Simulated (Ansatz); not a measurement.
In₄Sb₅H₁₆⁺, a cluster cut from zinc blende InSb (hydrogen-capped), 25 atoms. Hardware: 2 threads of AMD EPYC 7R13 on a shared host and a share (18 GiB) of an NVIDIA H100 80GB HBM3.

In the def2 sets In, Sb take a core potential; there is no spin–orbit coupling. Correlated methods freeze 36 core orbitals; core or outer-core shells of Sb, In are correlated, in sets that lack core-valence functions. Single mean-field runs in def2-TZVP are fitted with def2-universal-jkfit.

(1) How many basis functions does each of these Ansatz runs have, and roughly what does it cost? PBE0-D4/def2-TZVP, charge 2 doublet at the geometry of the charge 1 singlet, energy; PBE0-D4/def2-SVP, charge 1 singlet, energy, from earlier orbitals; r2SCAN-D4/def2-SVP, charge 1 singlet, relaxation, 11 steps; PBE0-D4/def2-TZVP, charge 0 doublet at the geometry of the charge 1 singlet, energy; PBE-D4/def2-TZVP, charge 2 doublet, energy, from earlier orbitals; PBE-D4/def2-SVP, charge 1 singlet, energy, from earlier orbitals; CAM-B3LYP-D4/def2-TZVP, charge 1 singlet, energy, from earlier orbitals; ωB97X-V/def2-TZVP, charge 0 doublet at the geometry of the charge 1 singlet, energy, from earlier orbitals; PBE0-D4/def2-TZVP, charge 1 singlet, energy and forces, from earlier orbitals; PBE0-D4/def2-TZVP, charge 1 triplet at the geometry of the charge 1 singlet, energy; PBE-D4/def2-TZVP, charge 2 doublet at the geometry of the charge 1 singlet, energy, from earlier orbitals; MP2/def2-TZVP, charge 1 singlet, energy, from earlier orbitals.

## Answers

(1) Other jobs shared the machine, so times can vary by a factor of up to 3. A dash marks memory too small to be measured apart from the calling script's.

```csv
run,functions,fitting or Cholesky vectors,wall time,peak host memory (GiB)
"PBE0-D4/def2-SVP, charge 1 singlet, energy, from earlier orbitals",314,3842,12 s,1
"CAM-B3LYP-D4/def2-TZVP, charge 1 singlet, energy, from earlier orbitals",546,2250,13 s,1
"PBE-D4/def2-SVP, charge 1 singlet, energy, from earlier orbitals",314,3772,13 s,–
"MP2/def2-TZVP, charge 1 singlet, energy, from earlier orbitals",546,5083,13 s,1.3
"PBE-D4/def2-TZVP, charge 2 doublet, energy, from earlier orbitals",546,2250,14 s,1.1
"PBE0-D4/def2-TZVP, charge 1 singlet, energy and forces, from earlier orbitals",546,2250,15 s,1.3
"PBE0-D4/def2-TZVP, charge 2 doublet at the geometry of the charge 1 singlet, energy",546,2250,18 s,1.2
"PBE-D4/def2-TZVP, charge 2 doublet at the geometry of the charge 1 singlet, energy, from earlier orbitals",546,2250,18 s,1.1
"PBE0-D4/def2-TZVP, charge 1 triplet at the geometry of the charge 1 singlet, energy",546,2250,22 s,1.2
"PBE0-D4/def2-TZVP, charge 0 doublet at the geometry of the charge 1 singlet, energy",546,2250,25 s,1.2
"ωB97X-V/def2-TZVP, charge 0 doublet at the geometry of the charge 1 singlet, energy, from earlier orbitals",546,2250,35 s,1.6
"r2SCAN-D4/def2-SVP, charge 1 singlet, relaxation, 11 steps",314,3772,1.7 min,1.3
```
